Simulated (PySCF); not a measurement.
## H⁻ (hydrogen, charge -1) across methods

1s2, closed-shell 1S. Calculation: PySCF 2.14, in aug-cc-pVTZ with one added diffuse shell each of s, p, d type (5s4p3d, 32 functions); no relativity, point nucleus.

```
   method  E (hartree)  mean ε 1s (eV)  Σ⟨r²⟩ (bohr²)   ⟨S²⟩
   r2SCAN      -0.5271           1.304          28.11  0.000
      PBE      -0.5273           1.331          33.29  0.000
  r2SCANh      -0.5259           1.073          25.44  0.000
      UHF     -0.48768          -1.260          18.89  0.000
BHandHLYP      -0.5232           0.043          20.81  0.000
     BP86      -0.5385           1.232          31.31  0.000
   M06-2X      -0.5215           0.009          22.28  0.000
      LDA      -0.5139           1.258          33.12  0.000
```

Q: Estimate the same row for PBE0.

A: E (hartree) = -0.5243; mean ε 1s (eV) = 0.750; Σ⟨r²⟩ (bohr²) = 24.46; ⟨S²⟩ = 0.000.

The highest occupied level is positive at r2SCAN, PBE, r2SCANh, PBE0, BHandHLYP, BP86, M06-2X, LDA: only the finite basis holds that electron, which in a density functional comes from self-interaction.
